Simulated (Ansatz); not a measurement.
Consider the ligand exchange at the Al–I bond: `[AlH2][I]` + `C[SiH2]BN` → `C[SiH2]B[NH][AlH2]` + HI.

Gas-phase electronic energies from Ansatz, PBE0-D4/def2-TZVP geometries. CBS: MP2 limit from def2 TZ/QZ plus the TZ coupled-cluster correction, frozen cores. Functionals use def2-TZVPP. B3LYP here is the variant with VWN-RPA as its local correlation; programs differ in this. def2 core potentials past Kr. For I outer-core shells are correlated without core-valence functions, which leaves a few kJ/mol of doubt a bond. Each species was taken in one conformer, which may not be the lowest.

```csv
level,ΔE (kcal/mol)
PBE0-D4,22.1
B3LYP-D4,19.5
HF/CBS(def2),23.2
MP2/CBS(def2),22.5
```

(1) What does CCSD(T)/CBS give? (Estimate.)

Largest T1 diagnostic among the species: 0.012.

Answers

(1) Ansatz gave: +21.1 kcal/mol. The listed levels differ from it by 1.0, -1.6, 2.1, 1.4 kcal/mol.

The D4 term adds −1.7 kcal/mol with B3LYP and −1.0 kcal/mol with PBE0; it sums over pairs of atoms, weighted by their polarisabilities, and B3LYP, whose exchange is more repulsive, gets the larger term. From PBE to PBE0 (25 % exact exchange), in def2-TZVPP and without D4, ΔE moves by +0.8 kcal/mol. In def2-TZVPP, CCSD(T) changes the Hartree–Fock value by −3.9 kcal/mol (the triples alone add −0.3 kcal/mol) and MP2 by −2.4 kcal/mol.
